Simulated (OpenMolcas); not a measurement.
Ne II: effect of the level shift or regulariser

```yaml
Program: OpenMolcas 26.06
Basis: ANO-RCC-VQZP [5s4p3d2f1g]
Scalar_Hamiltonian: DKH2, point nucleus
Active_space: 7 electrons in 9 orbitals (RAS2 2s 2p; RAS3 3d, at most 2 electrons)
State_averaging: 2S+1 = 2 odd, 3 roots; 2S+1 = 2 even, 1 root
Spin-orbit_coupling: RASSI with atomic mean-field integrals over the reference wave functions, term energies averaged over their components
```

Methods on the same reference wave functions:
A. RASSCF
B. SS-RASPT2, IPEA 0.25 Eh, imaginary shift 0.1 Eh (closed shells correlated: 1s)
C. SS-RASPT2, IPEA 0.25 Eh, sigma2 regulariser 0.3 Eh (closed shells correlated: 1s)

Energies in cm⁻¹ above 2s² 2p⁵ ²P°_3/2, the measured ground level; measured values from NIST Handbook of Basic Atomic Spectroscopic Data.

| Level | A | B | C | Measured |
| --- | --- | --- | --- | --- |
| 2s² 2p⁵ ²P°_3/2 | 0.0 | 0.0 | 0.0 | 0.0 |
| 2s² 2p⁵ ²P°_1/2 | 774 | 774 | 774 | 780 |
| 2s 2p⁶ ²S_1/2 | 223153 | 218321 | 218321 | 217048 |

Deviations, from unrounded energies. A percentage is the sum of absolute deviations over the sum of measured energies, with the sign that they share, or ± where signs differ.

```csv
Against measurement,Levels,A,B,C
mean absolute deviation (cm-1),2,3100,640,640
fine structure of the ground term (%),1,-0.8,-0.8,-0.8
other configurations (%),1,+2.8,+0.6,+0.6
```

B, C lie about equally close to measurement and A furthest from it. The largest miss of C in the table is 2s 2p⁶ ²S_1/2, by +1300 cm-1. The ranking rests on the paired levels alone, and a cruder setting can come out closer through cancelling errors.

Between B and C no level of the table moves by more than 5 cm-1.

The two smallest mean deviations differ by little beside CASPT2's spread within terms, so their order carries little weight.

The lowest spin-free term lies below A's lowest term by 0.171 hartree in B, 0.171 hartree in C.

Active for correlation alone: 3d; no level in the range computed is led by a configuration that fills it, so any true level of that kind is missing. Without dynamic correlation excited terms often stand tens of per cent too high (terms of higher spin than the ground term too low), and those without a measured partner can miss by more than the paired ones (holds for A). Measured partners are found by configuration, term and J. A level has none where our copy of the source lacks it or the pairing is in doubt (some pairs that miss far off the trend of their configuration count as doubtful), and it then counts in no deviation. Levels of configurations outside the active space are missing.

° marks odd parity.
